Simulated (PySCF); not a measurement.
Vertical excitations of a molecule C3H7NSi from TDDFT-PBE/def2-SVPD (PySCF 2.14.0), as energy in eV (oscillator strength): 3.76 (0.000), 4.84 (0.000), 5.22 (0.002), 5.45 (0.000), 5.55 (0.146), 5.70 (0.000), 5.94 (0.000), 6.10 (0.110), 6.40 (0.240), 6.44 (0.001). Lowest triplet (TDA): 3.46 eV. Geometry optimised at ωB97X-D3(BJ)/def2-SVP. The values are those of a single conformer.

Question: Pick the molecule that these values belong to.
A) [SiH3]N1C=CC1
B) C[C@@H]1N=C[SiH2]1
C) C=C=CN[SiH3]
D) C[Si@@H]1C=NC1

Answer: C, C=C=CN[SiH3]
